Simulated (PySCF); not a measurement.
# Molecular orbitals of NiF

r²SCAN at R = 1.753 Å; PySCF, no relativity, basis sets Ni def2-TZVPP, F def2-TZVPP. State: ²Π (doublet), unpaired electrons π ↑. Only the outer orbitals are listed, counted within each symmetry.

| spin | orbital | occ. | ε (eV) | on Ni (%) | main shells (%) |
| --- | --- | --- | --- | --- | --- |
| α | 8σ | 1 | -10.17 | 29 | 70 F p, 25 Ni d |
| α | 3π | 1 | -9.53 | 54 | 54 Ni d, 46 F p |
| α | 3π | 1 | -8.82 | 24 | 76 F p, 23 Ni d |
| α | 4π | 1 | -7.55 | 49 | 51 F p, 47 Ni d |
| α | 1δ | 1 | -6.84 | 100 | 99 Ni d |
| α | 1δ | 1 | -6.69 | 100 | 100 Ni d |
| α | 9σ | 1 | -6.44 | 82 | 71 Ni d, 17 F p, 10 Ni s |
| α | 4π | 1 | -6.27 | 79 | 78 Ni d, 21 F p |
| α | 10σ | 0 | -3.63 | 95 | 75 Ni s, 16 Ni p |
| α | 5π | 0 | 0.51 | 99 | 96 Ni p |
| α | 5π | 0 | 0.92 | 99 | 96 Ni p |
| β | 8σ | 1 | -9.85 | 24 | 74 F p, 20 Ni d |
| β | 3π | 1 | -8.61 | 18 | 82 F p, 17 Ni d |
| β | 3π | 1 | -8.43 | 10 | 90 F p, 8 Ni d |
| β | 9σ | 1 | -6.38 | 90 | 80 Ni d, 10 Ni s, 10 F p |
| β | 1δ | 1 | -5.92 | 100 | 100 Ni d |
| β | 4π | 1 | -5.73 | 85 | 82 Ni d, 15 F p |
| β | 1δ | 1 | -5.16 | 99 | 68 Ni d, 30 Ni s |
| β | 4π | 0 | -3.90 | 93 | 92 Ni d |
| β | 10σ | 0 | -3.61 | 92 | 44 Ni s, 30 Ni d, 17 Ni p |
| β | 5π | 0 | 0.03 | 98 | 94 Ni p |

Q: Which are the highest filled and the lowest empty level, where do they sit, and how wide is the gap?

A: Highest filled β 1δ at -5.16 eV (in %: 68 Ni d, 30 Ni s); lowest empty β 4π at -3.90 eV (in %: 92 Ni d); the gap at r²SCAN is 1.26 eV.

The bond order (Mayer) is 0.90, the ⟨S²⟩ is 0.991 and the charge on Ni (Mulliken, basis-dependent) is 0.51. The charge on Ni (Löwdin, basis-dependent) is 0.26 and the dipole moment (positive dipole means Ni(−)F(+)) is -4.28 D.

With d or f electrons several states lie close, and the lowest PBE0 determinant need not be the measured ground state.
